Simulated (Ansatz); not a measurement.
Saddle point of BSiH₇O₂, singlet (BSiH₅O₂ ([OH][B]([OH])[SiH3]) + H₂ → BH₃O₂ ([OH][BH][OH]) + SiH₄; bonds formed: B1–H6, Si2–H5; bonds broken: B1–Si2, H5–H6), PBE0-D4/def2-TZVP structure:

```
11
angstrom
B -0.5780 0.4763 0.1310
Si 1.2580 -0.7024 -0.0995
O -0.7578 0.9995 -1.1642
O -1.5317 -0.2953 0.8280
H 0.4609 0.8456 0.7889
H -0.3242 1.4692 1.0093
H 2.3358 -0.0978 -0.9239
H 1.8409 -1.2572 1.1526
H 0.6027 -1.8075 -0.8527
H -1.5832 1.4847 -1.2369
H -1.7234 -1.1150 0.3674
```

Energies are electronic, without zero-point energy. Barriers and step energies count from the start structure reached by relaxing down the imaginary mode; all methods use the PBE0-D4 structures, on which another method's saddle can fall below an end. Ansatz 0.2.0; basis: def2-TZVPP, with def2-QZVPP for the basis limit; cores frozen in the correlated methods. B3LYP uses VWN-RPA correlation. Extrapolation: Hartree–Fock as exp(−7.88 √X), correlation as X^−2.97.

```
      method  barrier (kcal/mol)  step energy (kcal/mol)
       SPW92               31.09                   -9.25
      PBE-D4               39.35                   -8.60
     BLYP-D4                   ?                  -10.61
   r2SCAN-D4               41.94                  -10.68
      B97M-V               42.97                  -11.74
     PBE0-D4               41.87                  -10.28
    B3LYP-D4               46.76                  -11.98
  r2SCAN0-D4               43.71                  -11.75
    BHLYP-D4               50.36                  -14.07
CAM-B3LYP-D4               47.62                  -13.09
     wB97X-V               47.33                  -11.85
     wB97M-V               46.29                  -12.53
      B2PLYP                   ?                  -12.73
    PBE-QIDH               45.21                  -11.80
  RPA on PBE               48.75                  -12.35
          HF                   ?                  -17.71
         MP2               47.44                  -12.31
        CCSD               50.10                  -13.21
     CCSD(T)               48.41                  -12.18
```

Task: Fill in the withheld barriers. (An estimate is asked for; the value comes from the calculation.)

Result: The calculation gives: HF 62.57; B2PLYP 48.30; BLYP-D4 45.38 kcal/mol. Each is the energy of the saddle less that of the start structure, by the same method.

For comparison, the barrier by CCSD(T) at an estimated basis limit (MP2 extrapolated from triple and quadruple zeta, plus CCSD(T) − MP2 in triple zeta) is 48.44 kcal/mol.

No T1 diagnostic of these runs exceeds 0.014.

Labels in which every atom is bracketed show which atoms are joined, not bond orders.

For scale, one of the runs: CCSD(T)/def2-TZVPP, 233 basis functions, launched by `ansatz run in.yaml --threads 4 --pin off --events-out ev --progress --plain --max-ram 9574MiB`. Hardware: 4 CPU threads of an Intel Xeon Platinum 8175M, shared host. Wall time 74 s; peak host memory 4.2 GiB.
